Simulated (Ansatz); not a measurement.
B2FH6NSi (`BN(B)[SiH2]F`), relaxed with RKS PBE0-D4/def2-TZVP in Ansatz from a PBE-D4/def2-SVP geometry. The force threshold is 0.005 eV/Å; the program also tests the step.

The species carries charge 0 and has multiplicity 1.

Start:

```xyz
11

B     0.852    0.288    1.319
N     0.159    0.249    0.055
B    -0.004    1.433   -0.753
Si   -0.581   -1.290   -0.460
F    -2.033   -1.445    0.280
H     1.339    1.331    1.704
H     0.937   -0.731    1.981
H    -0.636    1.366   -1.792
H     0.492    2.477   -0.382
H    -0.810   -1.252   -1.937
H     0.284   -2.426   -0.015
```

Task: By how much does the energy fall, and how many steps does the optimiser take? (Best estimate.)

Result: The calculation gave: 7.32 kJ/mol, in 14 steps, 2 of them rejected.

Task: Which bonds change most? (Best estimate.)

Result: Computed: Si4–F5 from 1.637 to 1.595 Å; N2–Si4 from 1.783 to 1.748 Å; B1–H7 from 1.218 to 1.198 Å; B3–H9 from 1.214 to 1.194 Å.

Task: Give the relaxed structure. (Best estimate.)

Result: The calculation gave: 
```xyz
11

B     0.877    0.280    1.295
N     0.153    0.234    0.062
B    -0.037    1.416   -0.722
Si   -0.576   -1.269   -0.453
F    -2.043   -1.375    0.165
H     1.362    1.311    1.650
H     0.985   -0.718    1.949
H    -0.684    1.354   -1.728
H     0.452    2.443   -0.359
H    -0.706   -1.274   -1.924
H     0.215   -2.403    0.066
```
